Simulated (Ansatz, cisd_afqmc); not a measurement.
Species: H4GeNO, charge 0, doublet. H4GeNO (SMILES [NH2][GeH2][O], doublet).
B3LYP-D3(BJ)/def2-TZVP minimum from Ansatz (a quantum-chemistry and plane-wave program):
```
Ge
O 1 1.8020
N 1 1.8279 2 110.00
H 3 1.0088 1 118.26 2 78.85
H 3 1.0089 4 110.96 1 -139.04
H 1 1.5357 2 110.32 3 -118.11
H 1 1.5455 6 114.19 3 -129.62
```
Charge 0, spin multiplicity 2.

Total energies in cc-pVDZ, 19 correlated electrons, 16 frozen orbitals. UHF or UKS for unpaired electrons; spin-orbit terms are left out. Cores are frozen in correlated methods (noble-gas shells, and filled d and f shells in the p block). No relativity. The Monte Carlo rows (phaseless AFQMC, CISD trial, step 0.005/hartree) carry one-sigma bars that omit the constraint's bias. Outlying blocks are dropped, and bars are widened where a walk drifts. Over all cases where full CI ran beside it in this data, AFQMC minus full CI had a median of +0.1 mEh and passed +0.4 mEh in a tenth of the cases.

| method | program | energy (Eh) | minus CCSDT(Q) (mEh) |
|---|---|---|---|
| HF | Ansatz | -2206.95527 | 460.72 |
| MP2 | Ansatz | -2207.36529 | 50.70 |
| CCSD | Ansatz | -2207.40398 | 12.01 |
| CCSD(T) | Ansatz | -2207.41392 | 2.07 |
| CCSDT(Q) | Ansatz | -2207.41599 | 0.00 |
| AFQMC/CISD | cisd_afqmc | -2207.4153 ± 0.0004 | 0.7 ± 0.4 |

Rough core times of Ansatz's runs on a shared machine: CCSD(T) 60 s, CCSDT(Q) 40 min.
